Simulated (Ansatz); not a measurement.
`[Cu][S]c1ccc(C#Cc2ccc(C#Cc3ccccc3)cc2)cc1`. The state is a singlet with charge 0. Geometry PBE-D4/def2-SVP; atoms count from 1.

Cartesian coordinates in Å:
```
Cu -0.795 4.579 -9.395
S -0.864 5.944 -7.766
C -0.734 4.819 -6.403
C -0.120 5.275 -5.211
C -0.028 4.450 -4.090
C -0.538 3.125 -4.111
C -0.426 2.278 -2.978
C -0.322 1.547 -1.989
C -0.190 0.708 -0.852
C -0.787 -0.582 -0.818
C -0.647 -1.406 0.295
C 0.099 -0.982 1.428
C 0.253 -1.827 2.560
C 0.400 -2.562 3.539
C 0.576 -3.411 4.667
C 1.377 -2.998 5.765
C 1.552 -3.838 6.870
C 0.935 -5.100 6.908
C 0.138 -5.518 5.829
C -0.043 -4.688 4.718
C 0.694 0.308 1.396
C 0.553 1.133 0.284
C -1.158 2.671 -5.307
C -1.260 3.504 -6.420
H 0.297 6.293 -5.178
H 0.456 4.820 -3.174
H -1.366 -0.923 -1.689
H -1.115 -2.401 0.308
H 1.859 -2.010 5.731
H 2.177 -3.504 7.712
H 1.075 -5.757 7.780
H -0.347 -6.506 5.854
H -0.665 -5.013 3.872
H 1.273 0.649 2.267
H 1.020 2.129 0.272
H -1.563 1.649 -5.345
H -1.764 3.144 -7.332
```

Single mean-field runs in def2-TZVP are fitted with def2-universal-jkfit. The restricted singlet is unstable towards broken spin symmetry in Hartree–Fock (as tested in another run); at PBE0-D4/def2-TZVP this wasn't settled.

(1) Estimate the Mulliken populations of the heavy atoms from the PBE0/def2-TZVP orbitals of Ansatz.

(2) And the Mayer bond orders between heavy atoms (over 0.3)?

Answers

(1) 
```tsv
atom	charge (e)	d electrons
Cu1	0.32	9.90
S2	-0.33	–
C3	0.24	–
C4	-0.22	–
C5	-0.17	–
C6	0.01	–
C7	0.13	–
C8	0.06	–
C9	0.02	–
C10	-0.19	–
C11	-0.19	–
C12	0.01	–
C13	0.08	–
C14	0.12	–
C15	0.02	–
C16	-0.18	–
C17	-0.14	–
C18	-0.09	–
C19	-0.14	–
C20	-0.18	–
C21	-0.19	–
C22	-0.19	–
C23	-0.18	–
C24	-0.19	–
```
Mulliken values depend strongly on the basis.

(2) Cu1–S2 1.06 (2.13 Å); S2–C3 1.01 (1.77 Å); C3–C4 1.33 (1.42 Å); C3–C24 1.30 (1.42 Å); C4–C5 1.46 (1.39 Å); C5–C6 1.34 (1.42 Å); C6–C7 1.07 (1.42 Å); C6–C23 1.34 (1.42 Å); C7–C8 2.64 (1.23 Å); C8–C9 1.12 (1.42 Å); C9–C10 1.33 (1.42 Å); C9–C22 1.33 (1.42 Å); C10–C11 1.45 (1.39 Å); C11–C12 1.33 (1.42 Å); C12–C13 1.11 (1.42 Å); C12–C21 1.33 (1.42 Å); C13–C14 2.65 (1.23 Å); C14–C15 1.06 (1.42 Å); C15–C16 1.36 (1.42 Å); C15–C20 1.36 (1.42 Å); C16–C17 1.46 (1.40 Å); C17–C18 1.40 (1.41 Å); C18–C19 1.41 (1.41 Å); C19–C20 1.46 (1.40 Å); C21–C22 1.45 (1.39 Å); C23–C24 1.47 (1.39 Å).
